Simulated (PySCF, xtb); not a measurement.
C₄H₄ClF, SMILES CC=C=C(F)Cl.

GFN2-xTB (xtb 6.7.1) at its own geometry gives an orbital gap of 4.30 eV and a dipole moment of 3.47 D.

Geometry: B3LYP-D3(BJ)/def2-SVP.

### Question
What does HF/def2-TZVP (PySCF) give? (Estimate from the structure and the level; the computed values follow.)

### Answer
gap 13.13 eV (levels -10.01 and 3.12 eV), dipole 2.98 D.
